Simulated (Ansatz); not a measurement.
Species: C₃H₇S, net charge -1, singlet state. It need not be the lowest isomer of its formula. Whether it binds its extra electron was not tested at this geometry. 
Geometry from a B3LYP-D3(BJ)/def2-TZVP (Ansatz, a quantum-chemistry and plane-wave program) optimisation:
SMILES: CCC[S-]
```xyz
11

C     -2.3713     0.2401    -0.1357
C     -0.9400     0.3721     0.3962
C      0.1109    -0.3115    -0.4817
S      1.8193    -0.1581     0.1464
H     -2.6641    -0.8118    -0.2176
H     -3.1016     0.7381     0.5118
H     -2.4606     0.6789    -1.1349
H     -0.6695     1.4280     0.4939
H     -0.8713    -0.0503     1.4035
H      0.0318     0.1144    -1.4934
H     -0.1709    -1.3709    -0.5795
```
Charge -1, spin multiplicity 1.

Parts of the frozen-core correlation energy in aug-cc-pV(T+d)Z (Ansatz, hartree). Frozen orbitals: 8; correlated occupied orbitals by spin: 13 and 13; virtual: 333 and 333. No spin-orbit coupling. Non-relativistic.

```csv
term,value
reference (HF),-515.27569
MP2 opposite-spin,-0.56920
MP2 same-spin,-0.16636
CCSD correlation,-0.78129
(T),-0.03522
T1 diagnostic,0.010
largest doubles amplitude,0.013
```
